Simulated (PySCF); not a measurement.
Working with the constants of LaCl

UHF-CCSD(T) constants of LaCl, triplet, about 0.1 electrons in the 4f shell (Mulliken) (La x2c-TZVPall, Cl x2c-TZVPall; spin-free X2C with a Gaussian nucleus (PySCF 2.14); masses 138.9063 and 34.9689 u):

```
ωe   : 327.1 cm⁻¹
ωexe : 0.882 cm⁻¹
Be   : 0.09106 cm⁻¹
αe   : 0.000325 cm⁻¹
```

(1) What force constant and bond length do these constants imply?

(2) Estimate the centrifugal constant D from the Kratzer relation and find the Dunham coefficient a1.

Correlated steps freeze 23 core orbitals. Spin–orbit coupling is left out, which matters for elements this heavy, above all for dissociation energies. The state is the lowest single determinant that the PBE0 search found; with open d or f shells the true ground state can be another one.

Results:

(1) Reduced mass μred = 27.936 u; k = 5.8918×10⁻⁷·μred·ωe² (u, cm⁻¹, mdyn/Å) = 1.76 mdyn/Å; Re = √(16.8576/(μred·Be)) (u, cm⁻¹, Å) = 2.574 Å.

(2) D = 4Be³/ωe² = 2.82e-08 cm⁻¹; a1 = −1 − αeωe/(6Be²) = -3.14.
